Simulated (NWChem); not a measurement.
Species: C2H4BCl; SMILES C(BCl)=C

Results from NWChem. The geometry was optimised at PBE0/def2-SVP. Gas phase, vertical. One conformer.

PBE/def2-SVPD, TDA puts singlet state 3 at 5.90 eV with oscillator strength 0.503.

Task: Give the wavelength, the transition dipole and the radiative lifetime of that state in vacuum.

Result: 
1. λ = 1239.84/5.90 = 210 nm, or 47590 cm⁻¹.
2. f = (2/3) ΔE μ² in atomic units, so μ = √(1.5 f/ΔE) = 1.87 a.u. = 4.74 D.
3. τ = 1.499 s cm⁻² / (f ν²) = 1.3 ns, for a non-degenerate state that emits at the vertical energy; a higher state like this one mostly decays faster by other paths.
